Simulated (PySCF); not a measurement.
Geometry (Å), atoms numbered from 1 in this order:
```xyz
18

C     0.468   -1.877    0.210
P     0.569   -0.274   -0.609
O     1.150   -0.267   -1.995
C     1.573    0.861    0.424
O     1.802    1.990   -0.363
C    -1.107    0.477   -0.637
C    -2.001    0.286    0.554
F    -1.370    0.585    1.702
F    -3.086    1.056    0.486
F    -2.418   -0.983    0.658
H    -0.211   -2.534   -0.351
H     1.475   -2.320    0.201
H     0.111   -1.780    1.245
H     2.503    0.329    0.714
H     1.047    1.153    1.346
H     2.008    1.655   -1.253
H    -0.926    1.553   -0.788
H    -1.612    0.093   -1.535
```

Geometry: PBE0-D3(BJ)/def2-SVP; GIAO shifts from PySCF, gas phase, non-relativistic, averaged over equivalent atoms.

At KT2/pcSseg-1 (217 basis functions, 59 s wall time on 1 thread of an Arm Neoverse V1, shared host):
| atoms | δ (ppm) |
| --- | --- |
| C7 | 128.9 |
| C4 | 62.8 |
| C6 | 34.5 |
| C1 | 14.1 |
| P2 | 8.5 |
| O3 | 102.2 |
| O5 | 3.9 |
| F8/F9/F10 | -94.6 |
| H15 | 3.85 |
| H14 | 3.62 |
| H17 | 2.89 |
| H18 | 2.08 |
| H16 | 1.96 |
| H11/H12/H13 | 1.44 |

References, each an isolated molecule treated in the same way: 13C (σref 183.22), 1H (σref 31.18) vs TMS; H3PO4 for 31P (σref 325.43); 17O (σref 330.66) against H2O; 19F (σref 138.57) vs CFCl3.

Q: What do these become at PBE0/pcSseg-1?

A: 
```json
{"atoms": "C7", "δ at PBE0/pcSseg-1": "129.2", "change": "+0.3"}
{"atoms": "C4", "δ at PBE0/pcSseg-1": "61.5", "change": "-1.3"}
{"atoms": "C6", "δ at PBE0/pcSseg-1": "34.3", "change": "-0.2"}
{"atoms": "C1", "δ at PBE0/pcSseg-1": "14.0", "change": "-0.1"}
{"atoms": "P2", "δ at PBE0/pcSseg-1": "11.4", "change": "+2.9"}
{"atoms": "O3", "δ at PBE0/pcSseg-1": "90.3", "change": "-11.9"}
{"atoms": "O5", "δ at PBE0/pcSseg-1": "-4.6", "change": "-8.5"}
{"atoms": "F8/F9/F10", "δ at PBE0/pcSseg-1": "-71.8", "change": "+22.8"}
{"atoms": "H15", "δ at PBE0/pcSseg-1": "3.76", "change": "-0.09"}
{"atoms": "H14", "δ at PBE0/pcSseg-1": "3.56", "change": "-0.06"}
{"atoms": "H17", "δ at PBE0/pcSseg-1": "2.88", "change": "-0.01"}
{"atoms": "H18", "δ at PBE0/pcSseg-1": "2.15", "change": "+0.07"}
{"atoms": "H16", "δ at PBE0/pcSseg-1": "2.17", "change": "+0.21"}
{"atoms": "H11/H12/H13", "δ at PBE0/pcSseg-1": "1.44", "change": "+0.00"}
```

Chemical shifts δ = σref − σ; 13C (σ = 184.41 ppm), 1H (σ = 31.27 ppm) against TMS; H3PO4 for 31P (σ = 310.13 ppm); 17O (σ = 334.56 ppm) vs H2O; CFCl3 for 19F (σ = 177.25 ppm), all at this level.

The largest change is at F8/F9/F10 (fluorine of a CF3 group). Cost: 217 basis functions, 50 s wall time on 1 thread of an Arm Neoverse V1, shared host. The order of the carbon signals is the same at both levels.

Unscaled 19F shifts against computed CFCl3 carry errors that often reach 10 to 50 ppm. Experimental scales use liquid or dissolved standards, which lie at an offset from isolated H2O (liquid H2O: subtract about 36 ppm) and H3PO4.
